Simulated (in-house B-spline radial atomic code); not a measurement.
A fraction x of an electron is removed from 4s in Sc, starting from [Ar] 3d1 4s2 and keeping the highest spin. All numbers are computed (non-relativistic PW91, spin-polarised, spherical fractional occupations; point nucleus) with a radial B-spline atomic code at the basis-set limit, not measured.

| x | E(x) - E(0) (eV) | 4s down level (eV) |
| --- | --- | --- |
| 0 | 0.0000 | -4.030 |
| 0.01 | 0.0405 | -4.077 |
| 0.17 | 0.7535 | -4.836 |
| 0.27 | 1.2610 | -5.314 |
| 0.44 | 2.2336 | -6.128 |
| 0.5 | 2.6099 | -6.416 |
| 0.57 | 3.0707 | -6.751 |
| 0.7 | 3.9889 | -7.377 |
| 0.84 | 5.0711 | -8.101 |
| 0.94 | 5.9142 | -8.829 |
| 1 | 6.4535 | - |

The exact functional would give a straight line between the two integer points. Deviations E(x) - E(0) - x[E(1) - E(0)], in eV: -0.024 at x = 0.01, -0.344 at x = 0.17, -0.481 at x = 0.27, -0.606 at x = 0.44, -0.617 at x = 0.5, -0.608 at x = 0.57, -0.529 at x = 0.7, -0.35 at x = 0.84, -0.152 at x = 0.94.

The curve lies below the straight line by up to 0.617 eV (at x = 0.5): convex, the delocalisation error that favours fractional charges.

(1) How well does Slater's transition state (minus the level at half occupation) give the ionisation energy?

Answers

(1) It gives 6.416 eV against 6.454 eV from the two total energies; NIST lists 6.56 eV, ground level to ground level.
